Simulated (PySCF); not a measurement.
Compound: C₅H₃O₃ (doublet state).
Atom-mapped SMILES: `[O:1][C:2](=[O:3])[c:4]1[cH:5][cH:6][o:7][cH:8]1` (hydrogens: H9 on C5; H10 on C6; H11 on C8)

Computed, not measured: PySCF 2.14.0, PBE0-D3(BJ)/def2-SVP geometry optimisation, gas phase.

(1) Give the optimised bond lengths and angles.

## Answers

(1) 
| bond | length (Å) |
| --- | --- |
| O1–C2, C2=O3 | 1.254 |
| C2–C4 | 1.456 |
| C4–C5 | 1.434 |
| C5–C6 | 1.359 |
| C6–O7 | 1.355 |
| O7–C8 | 1.334 |
| C4–C8 | 1.371 |
| C5–H9 | 1.087 |
| C6–H10 | 1.087 |
| C8–H11 | 1.087 |

Bonds in one row agree within 0.01 Å and their mean is given. A selection of angles:
| angle | degrees |
| --- | --- |
| O1–C2–O3 | 111.6 |
| O1–C2–C4 | 124.6 |
| O3–C2–C4 | 123.8 |
| C2–C4–C5 | 127.5 |
| C2–C4–C8 | 126.3 |
| C5–C4–C8 | 106.2 |
| C4–C5–C6 | 105.3 |
| C4–C5–H9 | 127.1 |
| C6–C5–H9 | 127.6 |
| C5–C6–O7 | 110.5 |
| C5–C6–H10 | 133.5 |
| O7–C6–H10 | 116.0 |
| C6–O7–C8 | 108.0 |
| O7–C8–H11 | 117.4 |
| C4–C8–O7 | 109.9 |
| C4–C8–H11 | 132.7 |

Torsions: O1–C2–C4–C5 179° (antiperiplanar).

The C–O distances run from 1.254 Å (O1–C2, drawn single in one of several resonance forms) to 1.355 Å (C6–O7, aromatic), a spread of 0.101 Å. The 8 heavy atoms lie in one plane (0.005 Å rms). C5 (carbon bonded to 2 C and H) is planar (angles 127.6°, 127.1° and 105.3°, sum 360.0°, 0.00 Å off the plane of its three neighbours). C8 (carbon bonded to C, O and H) is planar (angles 132.7°, 117.4° and 109.9°, sum 360.0°, 0.00 Å off the plane of its three neighbours). The 5-membered ring C4–C5–C6–O7–C8 has internal angles of 105.3° to 110.5° (sum 540°, against 540° for a flat polygon); it is planar, 0.00 Å rms from its mean plane, widest ring torsion 0°. C6 (carbon bonded to C, O and H) is planar (angles 133.5°, 116.0° and 110.5°, sum 360.0°, 0.00 Å off the plane of its three neighbours). The C–C distances run from 1.359 Å (C5–C6, aromatic) to 1.456 Å (C2–C4, drawn single), a spread of 0.097 Å.

Point group: Cs (every atom within 0.08 Å of its image). Whether it is a minimum is left open (no frequencies). ⟨S²⟩ = 0.757 (exact for a doublet: 0.75).

On one thread of an x86-64 server, shared host, this took 5.0 min. That covers the optimisation of the geometry.
